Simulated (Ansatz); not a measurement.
## Cost against result

The pair of Br⁻ (SMILES [Br-], atom 1) and CH2O (SMILES C=O, atoms 2–5), both closed shells, in one local arrangement (a lower one may exist), relaxed at PBE0-D4/def2-TZVPD:

| atom | x (Å) | y (Å) | z (Å) |
| --- | --- | --- | --- |
| Br1 | 0.2699 | 0.0686 | -2.4661 |
| C2 | -0.0657 | -0.0166 | 0.6100 |
| O3 | -1.0110 | -0.3622 | 1.2782 |
| H4 | 0.7296 | -0.7150 | 0.3004 |
| H5 | 0.0771 | 1.0252 | 0.2775 |

Interaction energies are counterpoise-corrected; the time is that of the whole pair.

Computed with Ansatz 0.2.0 (basis: as named in each row); correlated methods freeze the cores. Filled d shells of the heavier atoms are correlated. The def2 sets are not built for correlating such inner shells, so the correlated values are less sure here. B3LYP uses VWN-RPA correlation. Extrapolation: Hartree–Fock as exp(−7.88 √X), correlation as X^−2.97.

Times are rough, for one single point on 2 threads of a shared host (Intel Xeon Platinum 8488C).

The estimate by CCSD(T) at an estimated basis limit (MP2 extrapolated from triple and quadruple zeta, plus CCSD(T) − MP2 in triple zeta) is -10.28 kcal/mol.

| method | basis | time (s) | interaction energy (kcal/mol) | method less estimate |
| --- | --- | --- | --- | --- |
| HF | STO-3G | under 1 | -1.53 | 8.75 |
| PBE-D4 | STO-3G | under 1 | -16.91 | -6.63 |
| SPW92 | def2-SVP | under 1 | -16.85 | -6.58 |
| PBE-D4 | def2-SVP | under 1 | -13.71 | -3.43 |
| B3LYP-D4 | 6-31G | under 1 | -10.66 | -0.38 |
| PBE0-D4 | def2-SVP | under 1 | -12.33 | -2.05 |
| PBE-D4 | def2-TZVPPD | 1 | -12.57 | -2.29 |
| revPBE-D4 | def2-TZVPPD | 1 | -11.87 | -1.59 |
| CCSD(T) | def2-SVP | 1 | -7.25 | 3.02 |
| BLYP-D4 | def2-TZVPPD | 2 | -11.67 | -1.39 |
| PBE0-D4 | def2-TZVPPD | 2 | -11.62 | -1.34 |
| B3LYP-D4 | def2-TZVPPD | 2 | -11.22 | -0.94 |
| HSE06-D4 | def2-TZVPPD | 2 | -11.66 | -1.39 |
| wB97M-V | def2-SVP | 2 | -10.43 | -0.16 |
| r2SCAN-D4 | def2-TZVPPD | 2 | -12.08 | -1.81 |
| B2PLYP | def2-TZVPPD | 3 | -9.45 | 0.83 |
| wB97X-V | def2-TZVPPD | 4 | -10.43 | -0.16 |
| wB97M-V | def2-TZVPPD | 4 | -10.51 | -0.24 |
| B97M-V | def2-TZVPPD | 4 | -11.35 | -1.07 |
| MP2 | def2-QZVPPD | 8 | -10.07 | 0.21 |
| CCSD(T) | def2-TZVPPD | 29 | -9.14 | 1.14 |

T1 diagnostic: at most 0.017.
